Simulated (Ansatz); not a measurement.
Start from `C#[C][Ge]([CH3])([F])[F]` and change one atom or group to get `[CH3][Ge]([CH3])([F])[F]`.

Ansatz, PBE0-D4/def2-TZVP geometries, multiplicity 1. 

Scalar relativity is left out up to krypton.

| property | `C#[C][Ge]([CH3])([F])[F]` |
| --- | --- |
| zero-point energy (PBE0-D4/def2-TZVP) / kJ/mol | 159.0 |
| LUMO energy (ωB97M-V/def2-TZVPP) / eV | 1.48 |
| HOMO–LUMO gap (B3LYP/def2-TZVPP) / eV | 7.81 |
| HOMO energy (B3LYP/def2-TZVPP) / eV | -8.63 |
| HOMO energy (PBE/def2-TZVPP) / eV | -7.62 |
| HOMO–LUMO gap (PBE0/def2-TZVPP) / eV | 8.30 |

(1) Give the same properties after the change, and the shifts. (An estimate is asked.)

Results:

(1) The calculation gave: 
```
                                      property  `[CH3][Ge]([CH3])([F])[F]`  shift
zero-point energy (PBE0-D4/def2-TZVP) / kJ/mol                       204.7   45.7
         LUMO energy (ωB97M-V/def2-TZVPP) / eV                        2.11   0.63
         HOMO–LUMO gap (B3LYP/def2-TZVPP) / eV                        9.00   1.19
           HOMO energy (B3LYP/def2-TZVPP) / eV                       -8.76  -0.13
             HOMO energy (PBE/def2-TZVPP) / eV                       -7.56   0.06
          HOMO–LUMO gap (PBE0/def2-TZVPP) / eV                        9.60   1.30
```

With PBE0 the HOMO falls by 0.10 eV and the LUMO rises by 1.21 eV, so the gap widens by about 1.31 eV. PBE moves the HOMO by 0.06 eV and ωB97M-V by -0.04 eV. The zero-point energy changes by 45.7 kJ/mol with +3 modes.

Positive LUMOs are unbound, so they and the gaps depend on the basis.

B3LYP here is the variant with VWN-RPA as its local correlation; programs differ in this.
